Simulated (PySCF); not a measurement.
methylcyclobutane (C5H10), SMILES CC1CCC1. Geometry optimised at B3LYP-D3(BJ)/def2-SVP.

Give the equilibrium geometry at B3LYP-D3(BJ)/def2-SVP (PySCF confirms it by a frequency run) as a Z-matrix, and its point group. (An estimate is asked for; the answer gives what the named calculation found.)

point group Cs.
```
C
H 1 1.1040
C 1 1.5185 2 109.73
H 3 1.1029 1 111.39 2 60.10
H 3 1.1029 4 107.65 1 122.39
H 3 1.1032 4 107.67 5 115.83
C 1 1.5530 2 109.30 3 132.47
H 7 1.1013 1 117.87 2 -29.52
H 7 1.1027 8 108.37 1 127.07
C 7 1.5491 8 118.11 9 128.15
H 10 1.1006 7 117.69 8 -100.04
H 10 1.1013 11 108.33 7 -127.99
C 10 1.5491 11 117.69 12 -127.99
H 13 1.1013 10 118.11 11 100.04
H 13 1.1027 14 108.37 10 128.15
```
